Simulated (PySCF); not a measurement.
CH₃O₂ (SMILES OC=[OH+]), charge +1, singlet, at a GFN2-xTB geometry. Base run: CCSD(T)/def2-SVP (PySCF).

Here is a job for PySCF.
```python
from pyscf import gto, scf, cc

mol = gto.M(
    atom='''
O    -1.05434669   -0.40745506   -0.12561844
C    -0.10444344    0.40406092   -0.04683357
O     1.11194808    0.18461227    0.15144752
H    -0.91558100   -1.37692343   -0.02991756
H    -0.37817902    1.46306326   -0.16957957
H     1.45960960   -0.72776304    0.27386588
''',
    basis='def2-svp',
    charge=1,
    verbose=4,
    max_memory=1800,
)

mf = scf.RHF(mol)
mf.kernel()

mycc = cc.CCSD(mf, frozen=3)
mycc.kernel()
et = mycc.ccsd_t()
print('E(CCSD(T)) = %.10f' % (mycc.e_tot + et))
```

Variants of this job, named by their change:

```json
[
 {"change": "base", "ΔE vs base (mEh)": "0.000", "MP2 correlation (Eh)": "-0.48874", "CC correlation without the perturbative part (Eh)": "-0.50653", "basis functions": "57"},
 {"change": "method = cisd", "ΔE vs base (mEh)": "63.750", "MP2 correlation (Eh)": "-", "CC correlation without the perturbative part (Eh)": "-", "basis functions": "57"},
 {"change": "method = mp2", "ΔE vs base (mEh)": "31.588", "MP2 correlation (Eh)": "-0.48874", "CC correlation without the perturbative part (Eh)": "-", "basis functions": "57"},
 {"change": "method = ccsd", "ΔE vs base (mEh)": "…", "MP2 correlation (Eh)": "-0.48874", "CC correlation without the perturbative part (Eh)": "-0.50653", "basis functions": "57"}
]
```

Task: Fill in the missing entries.

Result: 
- method = ccsd, ΔE vs base (mEh): 13.799
